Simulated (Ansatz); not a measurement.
Stepwise reaction of `[CH3][Ta](=[O])([Cl])[Cl]` with hydrogen fluoride, as a gas-phase model of exchange steps in deposition or etching. ΔE in kJ/mol; ΔG adds harmonic PBE0-D4 terms to CCSD(T)/CBS, at 1 bar.

Program: Ansatz. Geometries: PBE0-D4/def2-TZVP. ΔE: electronic, gas phase. CCSD(T)/CBS adds triple-zeta CCSD(T) − MP2 to the extrapolated MP2 energy (def2 sets, frozen cores). This one scheme is used for every species. DFT in def2-TZVPP. B3LYP here is the variant with VWN-RPA as its local correlation; programs differ in this. def2 core potentials past Kr. For Ta outer-core shells are correlated without core-valence functions, which leaves a few kJ/mol of doubt a bond.

```tsv
step	reaction	PBE-D4	B3LYP-D4	ωB97M-V	CCSD(T)/CBS	ΔG(600 K)
1	`[CH3][Ta](=[O])([Cl])[Cl]` + H–F → `[CH3][Ta](=[O])([F])[Cl]` + HCl	-15.0	-16.2	-17.2	-5.1	-11.2
2	`[CH3][Ta](=[O])([F])[Cl]` + H–F → `[CH3][Ta](=[O])([F])[F]` + HCl	-15.6	-17.0	-17.4	-6.3	-12.4
```

(1) By hand: ΔE of the 2 steps together at CCSD(T)/CBS.

Results:

(1) (-5.1) + (-6.3) = -11.4 kJ/mol, or -5.7 kJ/mol a step.

In ΔE the steps differ by no more than 1.2 kJ/mol. All are downhill at CCSD(T)/CBS. ΔG lies between -12.4 and -11.2 kJ/mol a step. PBE-D4 differs from CCSD(T)/CBS by -9.9 to -9.3 kJ/mol a step. Only this route is followed, and other bonds may react first. Isolated molecules leave out the surface, adducts and barriers. Largest T1 diagnostic: 0.020.
